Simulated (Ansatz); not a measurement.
# SiNH2Cl2: which of these isomers lies lowest?

2 of its isomers, all doublets with charge 0: A = `N[Si](Cl)Cl`; B = `[NH][SiH](Cl)Cl`.

Shapes, held fixed at every level: PBE0-D4/def2-TZVP. Flexible molecules stand in one conformer, not always the lowest. Programs: Ansatz 0.2.0.

Electronic energies in kJ/mol, without zero-point or thermal terms.

Problem. Which isomer should be the most stable, and roughly by how much?

Solution. A < B in rising energy, over a span of 97 kJ/mol, by CCSD(T)/CBS estimate. All levels agree on that. The B − A difference spans +88.3 to +104.6 kJ/mol over the levels. Open shells run unrestricted unless RO is named. The CBS estimate extrapolates MP2 from def2-TZVPP and def2-QZVPP and adds CCSD(T) − MP2 in the triple-zeta set, cores frozen.

```json
{"level": "r2SCAN-D4/def2-TZVPP", "kind": "meta-GGA", "B − A": "+98.4"}
{"level": "B3LYP/6-31G* (spherical functions)", "kind": "global hybrid", "B − A": "+88.3"}
{"level": "PBE0/def2-SVP", "kind": "global hybrid", "B − A": "+102.2"}
{"level": "wB97X-V/def2-TZVPP", "kind": "range-separated hybrid", "B − A": "+90.1"}
{"level": "B2PLYP/def2-TZVPP", "kind": "double hybrid", "B − A": "+96.8"}
{"level": "MP2/def2-SVP", "kind": "perturbation theory", "B − A": "+104.6"}
{"level": "CCSD(T)/CBS estimate", "kind": "coupled cluster or CI", "B − A": "+96.6"}
```
